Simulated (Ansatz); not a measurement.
Calculated with Ansatz (gas phase, PBE0-D4/def2-TZVP geometries, no zero-point term in ΔE). CCSD(T)/CBS adds triple-zeta CCSD(T) − MP2 to the extrapolated MP2 energy (def2 sets, frozen cores). This one scheme is used for every species. DFT in def2-TZVPP. B3LYP here is the variant with VWN-RPA as its local correlation; programs differ in this. Each species was taken in one conformer, which may not be the lowest.

Reaction (redistribution): `[F][Al]([SiH3])[Cl]` + `NB(O)CO` → `[OH][Al]([F])[SiH3]` + `NB(Cl)CO`

| level | ΔE (kJ/mol) | difference from CCSD(T)/CBS |
| --- | --- | --- |
| PBE0-D4 | 40.3 | 2.5 |
| B3LYP-D4 | 37.0 | -0.8 |
| ωB97X-V | 38.2 | 0.4 |
| ωB97M-V | 38.5 | 0.7 |
| PBE | 36.4 | -1.4 |
| r2SCAN | 38.4 | 0.6 |
| PBE0 | 41.1 | 3.3 |
| B3LYP | 38.6 | 0.8 |
| HF/def2-TZVPP | 50.1 | 12.3 |
| MP2/def2-TZVPP | 31.6 | -6.2 |
| SCS-MP2/def2-TZVPP | 32.6 | -5.2 |
| CCSD(T)/def2-TZVPP | 35.5 | -2.3 |
| MP2/def2-QZVPP | 33.1 | -4.7 |
| SCS-MP2/def2-QZVPP | 34.3 | -3.5 |
| HF/CBS(def2) | 50.7 | 12.9 |
| CCSD/CBS(def2) | 39.9 | 2.1 |
| CCSD(T)/CBS | 37.8 | 0 |

Largest T1 diagnostic among the species: 0.013.

In def2-TZVPP, CCSD(T) changes the Hartree–Fock value by −14.6 kJ/mol (the triples alone add −2.1 kJ/mol) and MP2 by −18.5 kJ/mol. From PBE to PBE0 (25 % exact exchange), in def2-TZVPP and without D4, ΔE moves by +4.7 kJ/mol.
